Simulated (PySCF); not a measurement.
## Ionisation energy of Hf²⁺ by level of theory

Hf²⁺ [Xe] 4f14 5d2 (3F) → Hf³⁺ [Xe] 4f14 5d1 (2D), as a difference of total energies. Calculation: PySCF 2.14, in def2-QZVPPD with the def2 core potential (60 electrons) (7s6p4d3f2g, 84 functions); a scalar-relativistic core potential. Correlated levels: valence: 5s2 5p6 frozen; valence and next inner shell: nothing frozen outside the core potential. The calculations carry no spin-orbit coupling.

```json
{"method": "UHF", "ionisation energy (eV)": "21.461"}
{"method": "LDA", "ionisation energy (eV)": "22.478"}
{"method": "PBE", "ionisation energy (eV)": "22.484"}
{"method": "r2SCAN", "ionisation energy (eV)": "22.391"}
{"method": "CAM-B3LYP", "ionisation energy (eV)": "22.379"}
{"method": "r2SCANh", "ionisation energy (eV)": "22.383"}
{"method": "B2PLYP", "ionisation energy (eV)": "22.093"}
{"method": "MP2 (valence)", "ionisation energy (eV)": "21.558"}
{"method": "SCS-MP2 (valence)", "ionisation energy (eV)": "21.493"}
{"method": "MP2 (valence and next inner shell)", "ionisation energy (eV)": "21.926"}
{"method": "SCS-MP2 (valence and next inner shell)", "ionisation energy (eV)": "21.839"}
```

Problem. Estimate what PW91 gives.

Solution. 22.550 eV, closest to PBE among the rows shown.

Problem. Estimate what PBE0 gives.

Solution. 22.412 eV, closest to r2SCAN among the rows shown.

The reference lies between the lowest fine-structure levels, while these numbers refer to the centres of the terms.

Errors of the correlated levels include the incompleteness of this basis and the frozen core.

For comparison: 22.55 ± 0.04 eV (theoretical estimate listed by NIST; NIST Atomic Spectra Database, ionization energies).
